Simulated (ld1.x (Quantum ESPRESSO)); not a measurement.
**What one change does to a pseudopotential (Br (Z = 35), TM)**

| Property | Result |
| --- | --- |
| Element | Br (Z = 35) |
| Generator | ld1.x (Quantum ESPRESSO) 7.5 |
| Type | norm-conserving Troullier–Martins (Kleinman–Bylander form) |
| Functional | LDA (PZ) |
| Relativity | scalar-relativistic |
| Frozen core | [Ar] 3d10 |
| Valence charge | 7 |
| Reference configuration | 4s2 4p4.75 (charge +0.25) |
| Partial waves | 4p (bound): rc 1.25 bohr; 4d channel at 0.2 Ry: rc 1.15 bohr; 4s (bound): rc 1.35 bohr |
| Local potential | the s channel |
| Core correction | none |

Change: all radii scaled by about 1.14 (s 1.54, p 1.42, d 1.30 bohr).

Cutoffs: the cutoffs (Ry, on a coarse ladder) from which the occupation-weighted sum of valence levels, in a spherical-Bessel basis at the reference potential, stays within 10 and 1 mRy of its value at 400 Ry; they do not see the model core or the augmentation charge, which bear on the density cutoff. Errors are all-electron minus pseudo energies relative to the spin-unpolarised reference configuration.

Predict the effect on cutoff, ghosts and configuration errors.

The potential gets softer (80 Ry and 140 Ry → 50 Ry and 90 Ry); both files keep a bound ghost (d, p); of the 9 tests that both files solve, the error grows in 1 and shrinks in 3 by more than 15 % and 0.3 meV (median size 3.8 → 1.8 meV). A larger radius leaves more room for a smooth pseudo-wave, so fewer plane waves are needed.

```csv
quantity,base,changed
"cutoff, loose",80 Ry,50 Ry
"cutoff, tight",140 Ry,90 Ry
loose cutoff by channel (10 mRy a level),"p 60 Ry, s 35 Ry","p 21 Ry, s 35 Ry"
bound ghosts,"p, d","p, d"
"error for 4s2 4p5, meV [ΔE -2.28 eV]",+0.3,+0.4
"error for 4s2 4p4, meV [ΔE 10.42 eV]",-2.2,-1.8
"error for 4s2 4p3, meV [ΔE 33.37 eV]",-3.8,-0.4
"error for 4s1 4p6, meV [ΔE 10.13 eV]",+5.6,+2.7
"error for 4s1 4p5, meV [ΔE 23.47 eV]",+0.4,+0.2
"error for 4s2 4p5.3, meV [ΔE -4.29 eV]",+0.4,+0.6
"error for 4s2 4p2, meV [ΔE 67.59 eV]",+15,+26
"error for 4s2 4p4.75 (spin-polarised), meV [ΔE -0.25 eV]",+34,+35
"error for 4s2 4p5 (spin-polarised), meV [ΔE -2.44 eV]",+21,+21
```

 A true bound ghost makes a file unfit for plane-wave use even where its test errors are small: the radial tests pick states by their node count and pass the ghost by.
